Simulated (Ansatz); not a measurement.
Ideal-gas functions of `O=C=[N][SnH]([F])[F]` at 800 K and 1 bar, from an Ansatz frequency run at PBE0-D4/def2-TZVP.

Molar mass 199.73 g/mol, point group Cs (symmetry number 1), electronic degeneracy 1, moments of inertia 134.436, 402.298, 437.759 u Å². Harmonic wavenumbers (cm⁻¹, unscaled): 17, 73, 168, 172, 203, 479, 540, 546, 643, 648, 653, 683, 1439, 2054, 2360.

Use S(trans) = R[1.5 ln M + 2.5 ln T − 1.1517]; rotational temperatures θ = 24.2544 K / I; S(rot) = R[ln(√π/σ · √(T³/θAθBθC)) + 1.5]; for each mode x = 1.438777 ν̃/T, S = R[x/(eˣ − 1) − ln(1 − e⁻ˣ)] and H = RT x/(eˣ − 1); 1 cm⁻¹ = 0.0119627 kJ/mol; R = 8.31446 J/(mol·K).

Problem. By hand: the entropy, in J/(mol·K).

Solution. Translation 195.4. Rotation: θ = 0.1804, 0.0603, 0.0554 K, giving 131.4. Vibration, mode by mode: 37.31, 25.20, 18.30, 18.10, 16.74, 9.81, 8.88, 8.79, 7.55, 7.50, 7.44, 7.11, 2.40, 0.99, 0.63, in all 176.8. Electronic 0.0. Sum 503.6 J/(mol·K).

Problem. By hand: H − E and G − E in kJ/mol, counted from the electronic energy.

Solution. Zero-point energy ½ × 10678 × 0.0119627 = 63.9; thermal vibration 58.1; translation, rotation and pV give 4 RT = 26.6. H − E = 148.6 kJ/mol, and G − E = 148.6 − 800 × 503.6/1000 = -254.3 kJ/mol.

Vibration gives 35 % of the entropy, 62.5 J/(mol·K) of it from the modes under 150 cm⁻¹: soft modes count most, and the harmonic formula is weakest for them. The sum counts one conformer and one mirror image; others add a mixing term.
